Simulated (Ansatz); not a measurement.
**A geometry optimisation of FGeH4Si2 with BLYP-D3(BJ)/def2-SVP**

The starting geometry of this gas-phase doublet was optimised with GFN2-xTB.

```yaml
atoms:
  - { symbol: F, position_ang: [-0.1599, -2.2902, 2.4614] }
  - { symbol: Ge, position_ang: [-1.8071, -0.1336, 0.6320] }
  - { symbol: Si, position_ang: [0.1142, -1.1337, 1.3419] }
  - { symbol: Si, position_ang: [-0.7046, 1.3389, -0.8985] }
  - { symbol: H, position_ang: [1.5746, -1.3121, 1.3439] }
  - { symbol: H, position_ang: [0.3267, 2.2077, -0.3011] }
  - { symbol: H, position_ang: [-0.0168, 0.6638, -2.0148] }
  - { symbol: H, position_ang: [-1.6587, 2.2583, -1.5371] }
```

Where would you expect an optimisation with BLYP-D3(BJ)/def2-SVP to take it?

It keeps its bonds.

The energy falls by 0.31 eV over 32 steps:

| step | E − E(last) (eV) |
| --- | --- |
| 1 | 0.308 |
| 4 | 0.048 |
| 8 | 0.028 |
| 11 | 0.025 |
| 15 | 0.007 |
| 18 | 0.001 |
| 22 | 0.000 |
| 25 | 0.000 |
| 29 | 0.000 |
| 32 | 0.000 |

Final geometry (Å):

```
atom    x (Å)    y (Å)    z (Å)
   F   0.0509  -2.2837   2.5114
  Ge  -2.0146  -0.5256   0.2443
  Si  -0.0373  -1.0249   1.4525
  Si  -0.6085   1.1624  -0.9622
   H   1.3170  -0.3633   1.5794
   H   0.7922   1.4093  -0.4613
   H  -0.4989   0.7420  -2.4047
   H  -1.3324   2.4829  -0.9316
```

Frequencies at the end are all real (lowest 25 cm⁻¹). Open shells are spin-unrestricted. Run with Ansatz 0.2.0, 97 s on 2 threads of Intel(R) Xeon(R) Platinum 8259CL CPU @ 2.50GHz (Skylake/Cascade Lake), with other jobs on the host.
